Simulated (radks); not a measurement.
Species: the hafnium ion Hf4+. Configuration: [Xe] 4f14.

All-electron calculation, scalar-relativistic Kohn-Sham, PBE, spin-polarised, spherical densities, point nucleus. Program: a radial shooting solver on a logarithmic mesh with Libxc functionals.

Energy parts (hartree):
| part | energy |
|---|---|
| total | -15075.3946 |
| kinetic | 16520.5786 |
| electron-nucleus | -37090.5450 |
| Hartree | 5801.0367 |
| exchange-correlation | -306.4649 |

Orbitals (lengths in bohr, moments of r in powers of bohr; r(max) is where P^2 peaks):
[
 {"orbital": "1s", "occ.": "2", "eigenvalue (hartree)": "-2400.827", "r(max)": "0.01190", "<r^2>": "0.0004949", "<r^4>": "6.617e-07"},
 {"orbital": "2s", "occ.": "2", "eigenvalue (hartree)": "-411.8438", "r(max)": "0.06805", "<r^2>": "0.007639", "<r^4>": "0.0001006"},
 {"orbital": "2p", "occ.": "6", "eigenvalue (hartree)": "-361.7793", "r(max)": "0.05567", "<r^2>": "0.006284", "<r^4>": "0.00007815"},
 {"orbital": "3s", "occ.": "2", "eigenvalue (hartree)": "-95.00402", "r(max)": "0.1921", "<r^2>": "0.04976", "<r^4>": "0.003729"},
 {"orbital": "3p", "occ.": "6", "eigenvalue (hartree)": "-80.04993", "r(max)": "0.1898", "<r^2>": "0.05040", "<r^4>": "0.003986"},
 {"orbital": "3d", "occ.": "10", "eigenvalue (hartree)": "-62.36363", "r(max)": "0.1546", "<r^2>": "0.04186", "<r^4>": "0.003093"},
 {"orbital": "4s", "occ.": "2", "eigenvalue (hartree)": "-20.34688", "r(max)": "0.4373", "<r^2>": "0.2476", "<r^4>": "0.08909"},
 {"orbital": "4p", "occ.": "6", "eigenvalue (hartree)": "-15.44275", "r(max)": "0.4582", "<r^2>": "0.2819", "<r^4>": "0.1188"},
 {"orbital": "4d", "occ.": "10", "eigenvalue (hartree)": "-9.10794", "r(max)": "0.4710", "<r^2>": "0.3325", "<r^4>": "0.1798"},
 {"orbital": "4f", "occ.": "14", "eigenvalue (hartree)": "-2.12841", "r(max)": "0.4547", "<r^2>": "0.5731", "<r^4>": "0.8237"},
 {"orbital": "5s", "occ.": "2", "eigenvalue (hartree)": "-3.96411", "r(max)": "1.013", "<r^2>": "1.417", "<r^4>": "2.944"},
 {"orbital": "5p", "occ.": "6", "eigenvalue (hartree)": "-2.78216", "r(max)": "1.150", "<r^2>": "1.921", "<r^4>": "5.563"}
]

The highest occupied level is 4f at -57.917 eV. For comparison, the ionisation energy in NIST's Atomic Spectra Database is 68.37 eV (semi-empirical). In exact Kohn-Sham theory the highest level is minus the ionisation energy, but local and semilocal functionals leave it too shallow, through self-interaction and a potential that decays too fast; potentials with the right tail come closer. The density falls to 0.001 e/bohr^3 at r = 2.88 bohr. Summed over all electrons, <r^2> = 28.77 bohr^2, which gives a Langevin (diamagnetic) susceptibility term of -22.8 x 10^-6 cm^3/mol.
